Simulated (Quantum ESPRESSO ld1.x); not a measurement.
Species: Br7+. Configuration: [Ar] 3d10. Method: non-relativistic Kohn-Sham, LDA (Slater exchange, Perdew-Zunger correlation), spin-polarised, spherical densities, point nucleus; computed with ld1.x of Quantum ESPRESSO 7.5.

Normalised radial functions P(r) = r R(r), r in bohr:

```
   r/bohr * 3d (the largest magnitude, 1.31, reaches the edge; | marks zero)
 0.002876 *
 0.003217 *
 0.003598 *
 0.004057 *
 0.004538 *
 0.005116 *
 0.005723 *
 0.006452 *
 0.007217 *
 0.008072 *
 0.009101 *
  0.01018 *
  0.01148 *
  0.01284 *
  0.01447 *
  0.01619 *
  0.01811 *
  0.02042 *
  0.02284 *
  0.02575 *
   0.0288 |*
  0.03247 |*
  0.03632 |*
  0.04063 |*
  0.04581 | *
  0.05123 | *
  0.05777 |  *
  0.06461 |   *
  0.07285 |    *
  0.08148 |      *
  0.09114 |        *
   0.1028 |          *
   0.1149 |             *
   0.1296 |                *
    0.145 |                    *
   0.1634 |                        *
   0.1828 |                            *
   0.2045 |                                 *
   0.2305 |                                      *
   0.2579 |                                           *
   0.2907 |                                               *
   0.3252 |                                                  *
   0.3666 |                                                     *
   0.4101 |                                                      *
   0.4587 |                                                      *
   0.5172 |                                                    *
   0.5785 |                                                 *
   0.6522 |                                             *
   0.7295 |                                        *
   0.8225 |                                  *
     0.92 |                            *
    1.029 |                      *
     1.16 |                *
    1.298 |            *
    1.463 |       *
    1.637 |    *
    1.845 |  *
    2.064 | *
```

3d: eigenvalue -177.18 eV, 0 radial nodes, <r> = 0.573 bohr, 90 % of the charge inside 0.936 bohr.
